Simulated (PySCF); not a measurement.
Two-dimensional NMR puzzle

Compound of formula C$_{5}$H$_{9}$NOSi. Correlations simulated from computed shifts and the bond graph:

HSQC (one-bond C–H):
| δH | δC |
| --- | --- |
| 6.98 | 159.0 |
| 6.24 | 124.4 |
| 4.02 | 63.3 |
| 1.40 | 20.4 |

COSY cross peaks (H two or three bonds apart, from the bond graph; peaks can be absent where the dihedral angle is near 90°):
| δH | δH |
| --- | --- |
| 6.98 | 6.24 |
| 6.98 | 5.18 |
| 4.02 | 1.40 |

HMBC (two and three bonds, from the bond graph):
| δH | δC |
| --- | --- |
| 6.98 | 124.4, 122.7 |
| 6.24 | 159.0, 122.7 |
| 5.18 | 159.0, 124.4, 63.3 |
| 4.02 | 20.4 |
| 1.40 | 63.3 |

Carbons without hydrogens: δ 122.7.

PySCF 2.14.0 with density-fitted response routines calculation with GFN2-xTB geometry and GIAO PBE0/pcSseg-1 shieldings; relativity neglected, in vacuum, averaged over atoms made equivalent by symmetry, fast rotation or ring inversion, a single conformation.

Scale: 1H (σref 31.72), 13C (σref 186.93) vs TMS (reference shieldings calculated alike).

Exchangeable hydrogens are left out of these lists.

Which molecule is this?

## Answers

SMILES N#C/C=C/[SiH2]OCC.

Numbering as in the mapped SMILES `[CH3:1][CH2:2][O:3][SiH2:4]/[CH:5]=[CH:6]/[C:7]#[N:8]`; H(Xn) means a hydrogen on atom n.

1. δC 159.0 is C5, an alkene CH (δH 6.98).
2. δC 124.4 is C6, an alkene CH (δH 6.24).
3. δC 122.7 is C7, a nitrile carbon.
4. δC 63.3 is C2, an sp3 CH2 bonded to O (δH 4.02).
5. δC 20.4 is C1, a methyl carbon (δH 1.40).
6. HMBC from δH 6.98 reaches the proton-free carbon C7.
7. HMBC from δH 6.24 reaches the proton-free carbon C7.
8. COSY links 6.98–6.24, 6.98–5.18, 4.02–1.40.

This is the structure that produced the data.

Shifts are as computed. Against solution values, carbons near 30 ppm lie about +3 ppm off and those near 130 ppm about +5 ppm. Of 1211 compounds with measured shifts, 218 miss one by over three times the rms of a fit or turn the order of signals round; such compounds aren't used in these exercises.
